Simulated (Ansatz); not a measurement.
`CC[SiH](O)F` + H₂ → `C[SiH](O)F` + CH₄ at 600 K and 1 bar (hydrogenolysis of a C–C bond).

Computed with Ansatz on PBE0-D4/def2-TZVP structures; ΔE is electronic, products minus reactants. CCSD(T)/CBS is the MP2 limit (def2-TZVPP, def2-QZVPP) plus CCSD(T) − MP2 in def2-TZVPP, frozen cores. This one scheme is used for every species. One conformer a species, not always the lowest.

```
      species  CCSD(T)/CBS energy (Eh)  H − E (kJ/mol)  S (J/(mol·K))
`CC[SiH](O)F`               -544.49944           306.0          446.8
           H₂                 -1.17544            43.9          150.8
 `C[SiH](O)F`               -505.24344           217.8          394.2
          CH₄                -40.46206           140.4          215.7
```

H − E and S are ideal-gas, rigid-rotor, harmonic terms from PBE0-D4/def2-TZVP, for one conformer and one mirror image of each species. For small species the MP2-based limit differs from directly extrapolated CCSD(T) by up to some mEh (0.8 for H₂); such offsets cancel only in part. 1 Eh = 2625.50 kJ/mol, R = 8.31446 J/(mol·K).

Problem. By hand: ΔE, ΔH, ΔS and ΔG.

Solution. ΔE = (-505.24344) + (-40.46206) − (-544.49944) − (-1.17544) = -0.03062 Eh = -80.4 kJ/mol. Δ(H − E) = 217.8 + 140.4 − 306.0 − 43.9 = 8.3, so ΔH = -72.1 kJ/mol. ΔS = 394.2 + 215.7 − 446.8 − 150.8 = 12.3 J/(mol·K). ΔG = -72.1 − 600 × (12.3)/1000 = -79.5 kJ/mol.

Problem. By hand: the equilibrium constant, and the temperature at which ΔG would vanish if ΔH and ΔS stayed fixed.

Solution. log₁₀ K = −ΔG/(RT ln 10) = 6.9. ΔH and −TΔS have one sign here, so there is no such temperature.

The number of gas molecules stays the same, so ΔS is small and ΔH decides. A doubt of 5 kJ/mol in ΔE shifts log₁₀ K by 0.4 here. Other conformers and mirror images would add mixing entropy, several J/(mol·K) or more a flexible species. These are equilibria of isolated gas molecules and say nothing of rates. Largest T1 diagnostic: 0.011 (customary marks: 0.02 for closed shells, 0.045 for open ones).

ΔS is within the doubt of such terms, so its sign, and with it that verdict, could turn.
